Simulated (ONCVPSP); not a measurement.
# Rb (Z = 37): excitation energies, all-electron against ONCV

```
Element                 : Rb (Z = 37)
Generator               : ONCVPSP 4.0.1
Type                    : optimised norm-conserving Vanderbilt (ONCV)
Functional              : PW91
Relativity              : fully relativistic
Frozen core             : [Ar] 3d10
Valence charge          : 9
Reference configuration : 4s2 4p6 5s1
Partial waves           : 4s+5s: rc 2.15 bohr, ncon 4, nbas 8, qcut 6 1/bohr, 3 projectors, debl 1.3 Ha; 4p: rc 1.95 bohr, ncon 5, nbas 9, qcut 8.4 1/bohr, 2 projectors, debl 1.5 Ha; d scattering state at 0.04 Ha: rc 2.00 bohr, ncon 4, nbas 9, qcut 4.4 1/bohr, 3 projectors, debl 3.3 Ha; f scattering state at 0.33 Ha: rc 1.80 bohr, ncon 5, nbas 8, qcut 5.9 1/bohr, 1 projector
Local potential         : polynomial inside 1.80 bohr (lpopt 5, dvloc0 6 Ha)
Core correction         : none
```

Open shells are filled in proportion to 2j + 1.

Energies are relative to the spin-unpolarised reference configuration 4s2 4p6 5s1; without spin polarisation the order of configurations can differ from experiment.

Problem. Give the all-electron excitation energy and the error of the potential for: 4s2 4p6 5s0; 4s2 4p6 5s0.5; 4s2 4p6 5s0 5p1; 4s2 4p5 5s1.

Solution.

| valence configuration | charge | ΔE all-electron (eV) | error AE − PS (meV) |
| --- | --- | --- | --- |
| 4s2 4p6 5s0 | +1 | 4.184 | +0.1 |
| 4s2 4p6 5s0.5 | +0.5 | 1.576 | 0.0 |
| 4s2 4p6 5s0 5p1 | 0 | 1.510 | +0.1 |
| 4s2 4p5 5s1 | +1 | 21.209 | +3.6 |

These tests converged, but a pseudo level misses the all-electron one widely, so the file describes the atom poorly there or has found another state: 4s2 4p6 5s0 5p1: empty 5s by 3.3 eV.

Note: ghosts flagged at negative energy: d5/2 at -347.7 eV; GHOST(+) flagged for d3/2 at 202.8 eV. A true bound ghost makes a file unfit for plane-wave use.
